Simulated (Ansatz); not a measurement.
Consider the formal exchange of groups at a Te–C bond: `CC[TeH]` + `[NH2][AlH][SiH3]` → `[NH2][AlH][SiH2][TeH]` + `CC`.

Program: Ansatz. Geometries: PBE0-D4/def2-TZVP. ΔE: electronic, gas phase. CBS: MP2 limit from def2 TZ/QZ plus the TZ coupled-cluster correction, frozen cores. This one scheme is used for every species. Functionals use def2-TZVPP. B3LYP here is the variant with VWN-RPA as its local correlation; programs differ in this. def2 core potentials past Kr. For Te outer-core shells are correlated without core-valence functions, which leaves a few kJ/mol of doubt a bond. Each species was taken in one conformer, which may not be the lowest.

```tsv
level	ΔE (kJ/mol)	difference from CCSD(T)/CBS
ωB97M-V	-106.0	-1.5
PBE	-108.0	-3.5
PBE0	-111.4	-6.9
B3LYP	-103.2	1.3
HF/def2-TZVPP	-105.9	-1.4
CCSD/def2-TZVPP	-100.8	3.7
SCS-MP2/def2-QZVPP	-102.6	1.9
HF/CBS(def2)	-105.0	-0.5
MP2/CBS(def2)	-109.4	-4.9
CCSD/CBS(def2)	-104.6	-0.1
CCSD(T)/CBS	-104.5	0
```

Largest T1 diagnostic among the species: 0.013.

From PBE to PBE0 (25 % exact exchange), in def2-TZVPP and without D4, ΔE moves by −3.3 kJ/mol.
